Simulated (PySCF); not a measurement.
# Gas-phase thermal properties of SbCl₃

Method: PySCF energies (xtb for GFN2) plus ideal-gas RRHO corrections (1 bar). All species are closed-shell singlets. Sb: scalar-relativistic def2 core potential, no spin-orbit coupling. The harmonic model lacks anharmonicity and excited electronic states, which grow with temperature; levels with a mode under 35 cm⁻¹ are left out. Soft modes under 120 cm⁻¹ make the harmonic entropy rough for SbCl₃.

```
level           point group  σ  ZPE (kJ/mol)  S°298 (J/mol/K)  Cp298 (J/mol/K)  S°1000 (J/mol/K)  H1000 − H298 (kJ/mol)
--------------  -----------  -  ------------  ---------------  ---------------  ----------------  ---------------------
GFN2-xTB                C3v  3           7.5            347.1             78.4             445.5                   57.3
PBE/def2-SVP            C3v  3           8.4            343.7             77.2             441.4                   57.0
PBE0/def2-TZVP          C3v  3           8.9            339.4             76.7             436.9                   56.9
```
σ: rotational symmetry number. Electronic degeneracy used: 1. Frequencies are unscaled.
